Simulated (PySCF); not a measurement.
# Two-component Hartree-Fock for Dy³⁵⁺ (dysprosium, charge +35)

Start: [Ar] 3d10 4s2 4p1; 4p1/2 filled at m_j = +1/2. Calculated with PySCF 2.14 in an even-tempered Gaussian basis (17 s from 3.7 bohr⁻², ratio 2.8; 13 p from 4.8 bohr⁻², ratio 2.8; 8 d from 8.6 bohr⁻², ratio 2.8; 4 f from 21 bohr⁻², ratio 3): generalised Hartree-Fock with the X2C-1e Hamiltonian and a Gaussian nucleus; one run each with spin-orbit coupling (SO) switched off, then screened by Boettger's factors.

```json
{"spinor shell": "1s1/2", "electrons": "2", "ε, spin-free (eV)": "-55526.0", "ε, screened SO (eV)": "-55513.4", "weight of nominal j (screened SO)": "1.000", "rms radius, screened SO (bohr)": "0.0240"}
{"spinor shell": "2s1/2", "electrons": "2", "ε, spin-free (eV)": "-10566.7", "ε, screened SO (eV)": "-10562.1", "weight of nominal j (screened SO)": "1.000", "rms radius, screened SO (bohr)": "0.0969"}
{"spinor shell": "2p1/2", "electrons": "2", "ε, spin-free (eV)": "-9537.0", "ε, screened SO (eV)": "-10103.9", "weight of nominal j (screened SO)": "1.000", "rms radius, screened SO (bohr)": "0.0828"}
{"spinor shell": "3s1/2", "electrons": "2", "ε, spin-free (eV)": "-3450.9", "ε, screened SO (eV)": "-3448.8", "weight of nominal j (screened SO)": "1.000", "rms radius, screened SO (bohr)": "0.247"}
{"spinor shell": "3p1/2", "electrons": "2", "ε, spin-free (eV)": "-3125.8", "ε, screened SO (eV)": "-3250.5", "weight of nominal j (screened SO)": "1.000", "rms radius, screened SO (bohr)": "0.238"}
{"spinor shell": "3p3/2", "electrons": "4", "ε, spin-free (eV)": "-3125.8", "ε, screened SO (eV)": "-3070.7", "weight of nominal j (screened SO)": "1.000", "rms radius, screened SO (bohr)": "0.251"}
{"spinor shell": "3d3/2", "electrons": "4", "ε, spin-free (eV)": "-2720.7", "ε, screened SO (eV)": "-2742.6", "weight of nominal j (screened SO)": "1.000", "rms radius, screened SO (bohr)": "0.221"}
{"spinor shell": "3d5/2", "electrons": "6", "ε, spin-free (eV)": "-2720.7", "ε, screened SO (eV)": "-2703.4", "weight of nominal j (screened SO)": "1.000", "rms radius, screened SO (bohr)": "0.225"}
{"spinor shell": "4s1/2", "electrons": "2", "ε, spin-free (eV)": "-1582.5", "ε, screened SO (eV)": "-1581.8", "weight of nominal j (screened SO)": "1.000", "rms radius, screened SO (bohr)": "0.524"}
{"spinor shell": "4p1/2", "electrons": "1", "ε, spin-free (eV)": "-1477.7", "ε, screened SO (eV)": "-1515.1", "weight of nominal j (screened SO)": "1.000", "rms radius, screened SO (bohr)": "0.516"}
```

Q: Where does 2p3/2 lie, and what is the 2p spin-orbit splitting (screened SO)?

A: At -9294.9 eV, 809.05 eV above 2p1/2.

```csv
quantity,spin-free,screened SO
E (hartree),-11440.88330,-11450.88940
M_J,1/2,1/2
⟨J²⟩,1.098,0.752
⟨L²⟩,2.005,2.037
⟨S²⟩,0.752,0.784
```

Each row is a mean over spinors that exchange with the open shell spreads, by up to 5.687 eV (3p1/2).

Breit and QED terms are absent; they matter most for the inner s and p1/2 levels.

Densities and radii are taken from the X2C orbitals without a picture-change correction, which distorts them close to the nucleus.

Without spin-orbit coupling the j labels of p, d and f shells carry no meaning; the spin-free column gives the mean over the occupied spinors of each nl shell, and its ⟨J²⟩ belongs to a mixture of degenerate components.
